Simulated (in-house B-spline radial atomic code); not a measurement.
RPA and G0W0 for F⁷⁺, 1s2, as one setting changes: the share of exact exchange in the PBE hybrid start. A dash marks a level of low quasi-particle weight. Computed with an all-electron radial atomic-structure program (B-spline basis): all electrons, non-relativistic, point nucleus, each spin shell either full or empty, empty states to l = 9 with an (l + 1/2)⁻⁴ tail; G0W0 by contour deformation at full frequency.

Relativity, left out, deepens the 1s level by about Z⁴α²/8 hartree.

```tsv
share of exact exchange in the PBE hybrid start	mean-field level (eV)	G0W0 level (eV)	RPA correlation (Eh)
0	-899.63	1s -953.00	-0.09119
0.1	?	?	?
0.2	?	?	?
0.3	-916.06	1s -953.06	-0.089676
0.4	-921.54	1s -953.08	-0.089184
0.5	-927.03	1s -953.10	-0.0887
0.6	-932.52	1s -953.11	-0.088222
0.7	-938.01	1s -953.13	-0.08775
0.8	-943.50	1s -953.14	-0.087284
0.9	-949.00	1s -953.15	-0.086824
1	-954.50	1s -953.16	-0.086371
```

Task: What belongs in the row for 0.2?

Result: mean-field level (eV): -910.58; G0W0 level (eV): 1s -953.04; RPA correlation (Eh): -0.090173.

Task: What belongs in the row for 0.1?

Result: mean-field level (eV): -905.11; G0W0 level (eV): 1s -953.02; RPA correlation (Eh): -0.090678.

Task: At what share of exact exchange does G0W0 leave the highest level unchanged?

Result: Near 0.98, where the shift changes sign (-4.152 eV at 0.9, +1.339 eV at 1).
